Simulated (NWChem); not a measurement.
System: BSiH$_{5}$; SMILES B[SiH3]

NWChem input:

```
start job
memory heap 200 mb stack 900 mb global 1100 mb
geometry units angstroms noautoz
  B     -0.001336     1.413149     0.011295
  H      1.021636     2.040690     0.154844
  H     -1.012813     2.037430    -0.207994
  Si    -0.002362    -0.600987     0.039088
  H      0.264563    -1.019523    -1.380615
  H     -1.313384    -1.198006     0.445000
  H      1.076304    -1.191882     0.892006
end
basis spherical
  * library def2-tzvp
end
dft
  xc b3lyp
  iterations 150
  vectors input atomic output neutral.movecs
end
task dft energy
charge 1
dft
  odft
  mult 2
  vectors input atomic output cation.movecs
end
task dft energy
```

Coordinates come from a PBE0/def2-SVP optimisation.

Ions are spin-unrestricted doublets at the neutral geometry; other ion states weren't tried.

Question: Predict the main results of this run. (B3LYP/def2-TZVP, vertical spin-unrestricted ions.) Quantities: vertical ionisation energy, ΔSCF (eV); −ε(HOMO) (eV).

Answer: 
| Quantity | Result |
|---|---|
| vertical ionisation energy, ΔSCF (eV) | 10.81 |
| −ε(HOMO) (eV) | 8.27 |
